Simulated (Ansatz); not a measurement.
[ErCl6]3- (ErCl6³⁻), relaxed as a quartet with UKS PBE-D4/def2-SVP in Ansatz, starting from the GFN2-xTB geometry. Force threshold 0.03 eV/Å.

In the def2 sets Er takes a core potential; there is no spin–orbit coupling. With an open 4f shell the SCF may have ended on a state above the lowest. A multiply charged anion in the gas phase is held together partly by the finite basis. The highest occupied level of the charge -3 quartet lies above zero (up to 5.57 eV). It is a level of β spin, whose loss leaves a quintet; that state wasn't run at this geometry and level. The electron is either unbound and held by the finite basis, or the level is raised by self-interaction error. The relaxation made no stability test and no search for a lower SCF solution. No other spin state of charge -3 was run.

Start:

```
atom   x (Å)   y (Å)   z (Å)
 Er1   0.001  -0.001  -0.001
 Cl2   2.547   0.041   0.726
 Cl3  -2.549  -0.037  -0.709
 Cl4   0.577   1.428  -2.154
 Cl5  -0.577  -1.433   2.148
 Cl6  -0.419   2.229   1.360
 Cl7   0.420  -2.228  -1.371
```

Estimate the energy that the relaxation releases and the steps that it takes.

5.3 kJ/mol, in 2 steps; 88 s on 4 threads of Arm Neoverse V2 on a shared host. No frequencies were taken in this run, so the end may be a saddle point.

Does the start keep its bonding and symmetry?

By distances, no bond broke or formed. The bond that changes most is Er1–Cl6, from 2.65 to 2.70 Å (atoms count from 1). Point group Oh at the start, Ci at the end, both within 0.05 Å.

Predict the relaxed structure.


```xyz
7

Er   -0.001    0.001    0.001
Cl    2.595    0.016    0.734
Cl   -2.597   -0.016   -0.731
Cl    0.572    1.470   -2.188
Cl   -0.571   -1.474    2.186
Cl   -0.442    2.281    1.372
Cl    0.442   -2.278   -1.374
```
Bond lengths: 6 × Cl–Er 2.70 Å.
